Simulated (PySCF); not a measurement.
## Radial density of Tb⁵⁸⁺ (terbium, charge +58)

UHF, [He] 2s2 2p3, high-spin 4S determinant. Calculation: PySCF 2.14, in an uncontracted even-tempered set (19 s from 35 bohr⁻², ratio 2.2; 13 p from 46 bohr⁻², ratio 2.2; 5 d from 170 bohr⁻², ratio 2.4; 5 f from 260 bohr⁻², ratio 2.4; 4 g from 390 bohr⁻², ratio 2.4); scalar relativity by spin-free X2C-1e.

```tsv
r (bohr)	4πr²ρ (e/bohr)	4πr²(ρα − ρβ)
0.0193	73.77	6.8860
0.0325	49.85	20.7193
0.0547	57.86	36.4476
0.0920	47.64	25.5496
0.155	7.684	3.7796
0.260	0.08135	0.0414
```

Densities and radii are taken from the X2C orbitals without a picture-change correction, which distorts them close to the nucleus.

Spin-orbit coupling, which splits the p, d and f shells strongly at this Z, is absent. Spin-orbit coupling is strong in this species (close to jj coupling), so the high-spin LS determinant is a model state, not a physical level.
